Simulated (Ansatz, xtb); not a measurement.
# Relative energy of two isomers of C3H7FGe

Structure I is `CC[CH2][Ge][F]`, a singlet and structure II is `C[CH](C)[Ge][F]`, a singlet. Both are isolated molecules in the gas phase, relaxed with PBE-D3(BJ)/def2-SVP; the shapes shown needn't be the lowest conformers.

I (Å):

```xyz
12

C    -2.1510   -0.5588    1.8846
C    -2.3015    0.2136    0.5712
C    -0.9527    0.4919   -0.1007
F     1.7266    1.3630    0.0298
Ge    0.2225    1.7955    0.8902
H    -3.1276   -0.7467    2.3741
H    -1.5197   -0.0013    2.6122
H    -1.6615   -1.5412    1.7178
H    -2.9708   -0.3524   -0.1141
H    -2.8312    1.1737    0.7684
H    -1.0806    0.9612   -1.1063
H    -0.3690   -0.4385   -0.2812
```

II (Å):

```xyz
12

C     1.4920    2.1176    0.8364
C     0.2259    1.2542    0.7521
C    -0.8718    1.9103   -0.0968
F     1.2596    0.1669   -1.6168
Ge    0.7043   -0.5416   -0.0674
H     1.9266    2.2724   -0.1730
H     2.2788    1.6612    1.4750
H     1.2703    3.1205    1.2646
H    -0.1609    1.0507    1.7766
H    -1.8015    1.3027   -0.1373
H    -1.1552    2.9072    0.3083
H    -0.5221    2.0591   -1.1395
```

Problem. Estimate which is lower in electronic energy at CCSD(T)/def2-SVP + ΔMP2/def2-TZVPP, and by roughly how much.

Solution. Too close to call at this level: CCSD(T)/def2-SVP + ΔMP2/def2-TZVPP gives E(II) − E(I) = +0.021 eV.

Level by level:

```
                             level             geometry  E(II) − E(I) (eV)  departure from the last row (eV)  job, with rough time for the two
                          GFN2-xTB             GFN2-xTB              +0.098                            +0.076               optimisation, 1.7 s
                         HF/STO-3G             GFN2-xTB              +0.073                            +0.052               single point, 3.2 s
                r2SCAN-D4/def2-SVP             GFN2-xTB              +0.007                            −0.014                single point, 13 s
               PBE-D3(BJ)/def2-SVP  PBE-D3(BJ)/def2-SVP              +0.009                            −0.012                optimisation, 98 s
                       HF/def2-SVP  PBE-D3(BJ)/def2-SVP              +0.067                            +0.046           part of the CCSD(T) run
                      MP2/def2-SVP  PBE-D3(BJ)/def2-SVP              +0.004                            −0.017           part of the CCSD(T) run
                  CCSD(T)/def2-SVP  PBE-D3(BJ)/def2-SVP              +0.007                            −0.014                      single point
CCSD(T)/def2-SVP + ΔMP2/def2-TZVPP  PBE-D3(BJ)/def2-SVP              +0.021                                               single point, 2.2 min
```

As drawn, both hold the same kinds of bond in the same numbers. Structure I has 1 methyl group, II 2.

The largest departure from CCSD(T)/def2-SVP + ΔMP2/def2-TZVPP is that of GFN2-xTB, 0.076 eV. The last row adds to CCSD(T) the change of the MP2 difference between the two basis sets, here +0.014 eV.

With harmonic frequencies from PBE-D3(BJ)/def2-SVP (ideal gas, rigid rotor, one conformer each, 298.15 K, 1 atm): on the last row, ΔE + ΔZPE = +0.022 eV. A mode under 50 cm⁻¹ makes harmonic enthalpies and free energies unreliable, so none is given.

The correlated steps freeze 13 core orbitals; the filled d shell of Ge is correlated, in a basis made for valence electrons. Codes used: Ansatz 0.2.0, xtb 6.7.1; the last row on 2 threads of Intel(R) Xeon(R) Processor @ 2.50GHz (Skylake/Cascade Lake) on a shared host.
